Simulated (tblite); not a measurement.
Input of a run (GFN2-xTB geometry optimisation, gas phase (tblite 0.8.0)), started from a force field or distance geometry:
```
{"job": {"kind": "relax", "xc": "GFN2-xTB", "basis": "xTB"}, "charge": 0, "multiplicity": 1}
O      0.480800    -1.819200    -1.116600
C      1.073300    -1.282600    -0.201900
O      2.162900    -1.936100     0.323200
C      0.828600     0.065900     0.470600
Si    -0.762800     0.106500     1.490600
F     -1.222600    -1.340500     1.968400
C     -1.700100     0.651000    -0.067100
Si    -0.020500     1.332400    -0.632500
O      0.267000     1.185100    -2.255600
H      2.196500    -2.770900    -0.184900
H      1.698800     0.458900     0.999400
H     -0.774900     1.103500     2.584400
H     -2.081000    -0.176500    -0.661200
H     -2.475600     1.395000     0.089100
H      0.194100     2.728100    -0.179200
H      0.127900     0.308300    -2.638300
```

Output (eV, eV/Å):
```
step      E/eV     max force
  0    -829.00853    2.193
  1    -829.15248    1.135
  2    -829.21746    0.741
  3    -829.27473    0.841
  4    -829.32821    0.796
  5    -829.35204    0.496
  6    -829.36744    0.373
  7    -829.38264    0.379
  8    -829.39734    0.301
  9    -829.40936    0.290
 10    -829.42017    0.264
 11    -829.43120    0.372
 12    -829.44098    0.335
 13    -829.44770    0.181
 14    -829.45243    0.152
 15    -829.45650    0.162
 16    -829.46041    0.185
 17    -829.46419    0.159
 18    -829.46747    0.150
 19    -829.47021    0.136
 20    -829.47275    0.145
 21    -829.47537    0.158
 22    -829.47810    0.152
 23    -829.48075    0.104
 24    -829.48326    0.156
 25    -829.48576    0.164
 26    -829.48831    0.126
 27    -829.49077    0.115
 28    -829.49304    0.110
 29    -829.49525    0.137
 30    -829.49761    0.164
 31    -829.50017    0.138
 32    -829.50263    0.141
 33    -829.50473    0.136
 34    -829.50654    0.121
 35    -829.50815    0.139
 36    -829.50968    0.108
 37    -829.51126    0.111
 38    -829.51315    0.121
 39    -829.51562    0.154
 40    -829.51845    0.193
 41    -829.52088    0.147
 42    -829.52268    0.106
 43    -829.52421    0.130
 44    -829.52567    0.135
 45    -829.52724    0.137
 46    -829.52898    0.080
 47    -829.52981    0.084
 48    -829.53132    0.090
 49    -829.53306    0.099
 50    -829.53527    0.109
 51    -829.53743    0.113
 52    -829.53956    0.129
 53    -829.54192    0.141
 54    -829.54480    0.180
 55    -829.54790    0.247
 56    -829.55180    0.197
 57    -829.55688    0.158
 58    -829.56014    0.117
 59    -829.56283    0.147
 60    -829.56699    0.149
 61    -829.57038    0.102
 62    -829.57210    0.157
 63    -829.57405    0.187
 64    -829.57659    0.129
 65    -829.58029    0.172
 66    -829.58225    0.153
 67    -829.58394    0.101
 68    -829.58501    0.062
 69    -829.58555    0.060
 70    -829.58599    0.042
 71    -829.58641    0.049
 72    -829.58683    0.051
 73    -829.58734    0.055
 74    -829.58796    0.068
 75    -829.58848    0.064
 76    -829.58879    0.033
 77    -829.58900    0.035
 78    -829.58926    0.034
 79    -829.58962    0.048
 80    -829.59001    0.057
 81    -829.59039    0.065
 82    -829.59076    0.062
 83    -829.59109    0.042
 84    -829.59133    0.030
 85    -829.59149    0.036
 86    -829.59164    0.043
 87    -829.59185    0.043
 88    -829.59217    0.051
 89    -829.59266    0.059
 90    -829.59309    0.047
 91    -829.59331    0.038
 92    -829.59348    0.038
 93    -829.59369    0.041
 94    -829.59404    0.057
 95    -829.59454    0.069
 96    -829.59508    0.061
 97    -829.59553    0.051
 98    -829.59585    0.037
 99    -829.59609    0.042
100    -829.59631    0.035
101    -829.59647    0.030
102    -829.59662    0.029
103    -829.59679    0.041
104    -829.59703    0.049
105    -829.59726    0.037
106    -829.59739    0.018
107    -829.59743    0.020
108    -829.59747    0.019
109    -829.59753    0.022
110    -829.59768    0.024
111    -829.59778    0.022
112    -829.59785    0.019
113    -829.59788    0.014
114    -829.59791    0.013
115    -829.59796    0.012
116    -829.59800    0.017
117    -829.59804    0.015
118    -829.59807    0.013
119    -829.59809    0.011
120    -829.59811    0.006
```

Question: Summarise the run.

Answer: The energy falls by 0.590 eV over 120 L-BFGS steps, the largest force on an atom goes from 2.19 to 0.006 eV/Å, and the atoms move by 0.763 Å rms after alignment. The bond that changes most is C2–C4 (carboxylic acid carbon to sp3 carbon bound to silicon), which shortens by 0.066 Å. Bonds longer at the end by more than 0.005 Å: 4 of 16; shorter: 6. Among the angles that change most is C7–Si5–H12, from 114.2° to 124.3°. Among the dihedrals that turn most is C2–C4–Si5–H12, from 155° to 107°. The energy never rose by more than 1e-5 eV on the way. The first step brought 24 % of the lowering.

Question: What are the final bond lengths?

Answer: O1=C2 1.217 Å, C2–O3 1.345 Å, C2–C4 1.460 Å, C4–Si5 1.929 Å, Si5–F6 1.612 Å, Si5–C7 1.902 Å, C7–Si8 1.926 Å, Si8–O9 1.610 Å, C4–Si8 1.943 Å, O3–H10 0.970 Å, C4–H11 1.087 Å, Si5–H12 1.450 Å, C7–H13 1.087 Å, C7–H14 1.085 Å, Si8–H15 1.454 Å, O9–H16 0.971 Å. Numbering counts from 1 in the input's order; the species is `O=C(O)[C@@H]1[Si@H](F)C[Si@@H]1O`.

Time: 1.1 s wall. Hardware: Arm Neoverse V1, one thread, no GPU, shared host.

Its GFN2-xTB frequencies are all real (lowest 41 cm⁻¹). One conformer, not necessarily the lowest.

The numbers are calculated, not measured.
